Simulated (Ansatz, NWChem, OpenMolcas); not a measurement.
## A ladder of methods for WO3 (tungsten trioxide)

The species is WO3 (4 atoms), meant as a singlet with charge 0. As SMILES, `[O]=[W](=[O])=[O]`. Geometry: relaxed at PBE0-D4/def2-TZVP.

Each level gives the vertical energy of the triplet above the singlet (eV). The values are calculated.

| level | kind | program | value (eV) | less CCSD(T)/def2-SVPD | CPU time (all runs) |
| --- | --- | --- | --- | --- | --- |
| HF/def2-SVPD (core potential) | Hartree–Fock | Ansatz | 0.63 | -1.66 | 45 s |
| BLYP/def2-SVPD (core potential) | GGA | OpenMolcas | 2.03 | -0.26 | 2.1 min |
| M06-L/def2-SVPD (core potential) | meta-GGA | OpenMolcas | 2.21 | -0.08 | 2.5 min |
| B3LYP/def2-SVPD (core potential) | global hybrid | Ansatz | 2.08 | -0.21 | 57 s |
| M06-2X/def2-SVPD (core potential) | hybrid meta-GGA | OpenMolcas | 2.21 | -0.08 | 2.9 min |
| MP2/def2-SVPD (core potential) | perturbation theory | NWChem | 3.93 | +1.64 | 2.6 min |
| CCSD(T)/def2-SVPD (core potential) | coupled cluster or CI | Ansatz | 2.29 | 0.00 | 8.8 min |
| CCSD/def2-SVPD (core potential) | coupled cluster or CI | Ansatz | 2.02 | -0.27 | 6.6 min |

Differences are taken from CCSD(T)/def2-SVPD (core potential) for orientation; it has basis-set and higher-order errors of its own. Its T1 diagnostic reaches 0.045, a sign that one reference may not serve. Spin-orbit coupling, which can split open shells on such heavy atoms by tenths of an eV, is left out. The values span 0.63 to 3.93 eV. Spin contamination of the reference (⟨S²⟩ at least 0.1 too high) touches HF/def2-SVPD, MP2/def2-SVPD, CCSD(T)/def2-SVPD, CCSD/def2-SVPD. CPU times are rough (shared hosts, several kinds of processor and program).
